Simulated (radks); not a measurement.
Results of a calculation; reference values are marked as such.
Spherical quantum dot in the effective-mass picture: electrons in a well V = -V0 / (1 + exp((r - R)/a)) with V0 = 47.8, R = 1.71, a = 0.067, all in effective atomic units (hartree* = m*/eps^2 hartree, bohr* = eps/m* bohr), one dielectric constant everywhere. Level of theory: non-relativistic Kohn-Sham, PBE, spin-polarised, spherical densities (a radial shooting solver with Libxc functionals). Levels are named by radial order and angular momentum (1s, 1p, 1d, 2s, ...), and open shells are averaged over m. Results are scaled to m* = 0.029 and eps = 14, for which hartree* = 4.026 meV and bohr* = 25.55 nm. Each electron was tried in the lowest free levels, single moves between levels near the top were tried too, and the lowest total energy was kept; such a search can miss a lower state. At N = 1 the Hartree and exchange-correlation terms need not cancel, so that row can carry a self-interaction error.

\begin{tabular}{lrrrrrr}
N & open shells & 2S & E (meV) & addition energy mu(N+1) - mu(N) (meV) & e(HOMO) (meV) & rms radius (nm) \\ \hline
1 & 1s(up 1, down 0) & 1 & -185.671 & 3.928 & -184.19 & 23.51 \\
2 & none & 0 & -367.414 & 9.446 & -180.27 & 24.07 \\
3 & 1p(up 1, down 0) & 1 & -539.712 & 2.959 & -170.85 & 25.55 \\
4 & 1p(up 2, down 0) & 2 & -709.050 & 3.059 & -167.82 & 26.34 \\
5 & 1p(up 3, down 0) & 3 & -875.329 & 4.036 & -164.74 & 26.86 \\
6 & 1p(up 3, down 1) & 2 & -1037.57 & 2.889 & -160.82 & 27.28 \\
7 & 1p(up 3, down 2) & 1 & -1196.93 & 2.984 & -157.87 & 27.62 \\
8 & none & 0 & -1353.30 & 10.71 & -154.86 & 27.90 \\
9 & 1d(up 1, down 0) & 1 & -1498.96 & 2.859 & -144.24 & 28.32 \\
10 & 1d(up 2, down 0) & 2 & -1641.77 & 2.881 & -141.37 & 28.68 \\
11 & 1d(up 3, down 0) & 3 & -1781.69 & 2.893 & -138.48 & 28.98 \\
12 & 1d(up 4, down 0) & 4 & -1918.73 & 2.899 & -135.58 & 29.24 \\
13 & 1d(up 5, down 0) & 5 & -2052.86 & 3.764 & -132.68 & 29.47 \\
14 & 1d(up 5, down 1) & 4 & -2183.23 & 2.811 & -128.97 & 29.68 \\
15 & 1d(up 5, down 2) & 3 & -2310.79 & 2.833 & -126.15 & 29.87 \\
16 & 1d(up 5, down 3) & 2 & -2435.51 & 2.846 & -123.30 & 30.04 \\
17 & 1d(up 5, down 4) & 1 & -2557.39 & 2.854 & -120.45 & 30.20 \\
18 & none & 0 & -2676.42 & 11.18 & -117.60 & 30.34 \\
19 & 2s(up 1, down 0) & 1 & -2784.26 & 3.689 & -106.10 & 30.23 \\
20 & 2s(up 1, down 0) 1f(up 1, down 0) & 2 & -2888.42 & 2.767 & -102.77 & 30.42 \\
21 & 2s(up 1, down 0) 1f(up 2, down 0) & 3 & -2989.80 & 2.771 & -100.00 & 30.60 \\
22 & 2s(up 1, down 0) 1f(up 3, down 0) & 4 & -3088.42 & 2.774 & -97.229 & 30.76 \\
23 & 2s(up 1, down 0) 1f(up 4, down 0) & 5 & -3184.26 & 2.647 & -94.316 & 30.91 \\
24 & 1f(up 6, down 0) & 6 & -3277.45 & 2.743 & -91.842 & 31.30 \\
25 & 1f(up 7, down 0) & 7 & -3367.91 & 3.230 & -89.062 & 31.42 \\
26 & 2s(up 1, down 0) 1f(up 7, down 0) & 8 & -3455.13 & 3.302 & -85.498 & 31.31 \\
27 & 2s(up 1, down 0) 1f(up 7, down 1) & 7 & -3539.05 & 2.616 & -82.539 & 31.43 \\
28 & 1f(up 7, down 3) & 4 & -3620.35 & 2.633 & -80.042 & 31.76 \\
29 & 1f(up 7, down 4) & 3 & -3699.02 & 2.745 & -77.298 & 31.86 \\
30 & 1f(up 7, down 5) & 2 & -3774.95 & 2.747 & -74.552 & 31.96 \\
31 & 1f(up 7, down 6) & 1 & -3848.12 & 2.748 & -71.805 & 32.05 \\
32 & none & 0 & -3918.56 & 3.859 & -69.057 & 32.14 \\
33 & 2s(up 1, down 0) & 1 & -3985.13 & - & -64.873 & 32.04 \\
\end{tabular}

All shells are closed at N = 2, 8, 18, 32 (there: 1s2 1p6 1d10 1f14); the second difference of the energy has clear peaks (12 % above both neighbours; the first and last values, which can be the largest, are not judged, and half-filled shells can peak too) at N = 2, 5, 8, 13, 18.
